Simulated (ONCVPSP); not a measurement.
Scattering properties, ONCV potential for nickel (Ni)

ONCVPSP 4.0.1 input, shortened (lines: element, Z, core and valence counts, functional; n l f; lmax; l rc ep ncon nbas qcut; lloc lpopt rc5 dvloc0; l nproj debl; icmod fcfact rcfact), LDA (Perdew-Zunger), scalar-relativistic:

```
  Ni 28.00    3    5        3      upf
    1    0    2.00
    2    0    2.00
    2    1    6.00
    3    0    2.00
    3    1    6.00
    3    2    8.00
    4    0    1.00
    4    1    1.00
    2
    0    1.10    0.00    4    9   13.60
    1    1.30    0.00    4    7   13.20
    2    1.65    0.00    3    8   10.60
    4    1    0.80    0.00
    0    2    0.60
    1    2    2.10
    2    1    1.90
    3    5.50    1.60
```

The phase is arctan(r·R′/R) of the radial function R(r), unwrapped; energies in Ha, scanned from -6 to 5 Ha. A pole is an energy at which the radial function vanishes at the test radius. The pseudo phase is shifted by a multiple of π to meet the all-electron one at the reference energy, and phase errors are pseudo minus all-electron; the curves can meet again beyond the range given. Levels narrower than the energy grid can be missing from the lists of poles.

```
channel  radius (bohr)  reference energy (Ha)  poles, all-electron  poles, pseudo  unbroken range about the reference energy with phases within 0.05 rad  phase error 1 Ha above the reference energy (rad)
      s           1.12                  -0.26                -2.75          -2.75                                                        the whole range                                             +0.000
      p           1.32                  -0.08                -2.07          -2.07                                                        the whole range                                             +0.000
      d           1.68                  -0.41                -0.08          -0.07                                                              below 0.7                                             +0.038
```

Phases in the s channel:

```
E (Ha)  all-electron  pseudo
 -5.96         0.412   0.412
 -5.68         0.125   0.125
 -5.40        -0.232  -0.232
 -5.12        -0.588  -0.588
 -4.84        -0.873  -0.873
 -4.56        -1.077  -1.077
 -4.28        -1.221  -1.221
 -4.00        -1.325  -1.325
 -3.72        -1.403  -1.403
 -3.44        -1.464  -1.464
 -3.16        -1.513  -1.513
 -2.88        -1.554  -1.554
 -2.60        -1.590  -1.590
 -2.32        -1.621  -1.621
 -2.04        -1.649  -1.649
 -1.76        -1.675  -1.675
 -1.48        -1.700  -1.700
 -1.20        -1.724  -1.724
 -0.92        -1.747  -1.747
 -0.64        -1.770  -1.770
 -0.36        -1.794  -1.794
 -0.08        -1.819  -1.819
  0.20        -1.844  -1.844
  0.48        -1.872  -1.872
  0.76        -1.901  -1.901
  1.04        -1.933  -1.933
  1.32        -1.970  -1.970
  1.60        -2.010  -2.010
  1.88        -2.057  -2.057
  2.16        -2.110  -2.111
  2.44        -2.174  -2.174
  2.72        -2.249  -2.250
  3.00        -2.341  -2.341
  3.28        -2.451  -2.452
  3.56        -2.586  -2.587
  3.84        -2.747  -2.749
  4.12        -2.933  -2.935
  4.40        -3.137  -3.139
  4.68        -3.342  -3.346
  4.96        -3.535  -3.539
```
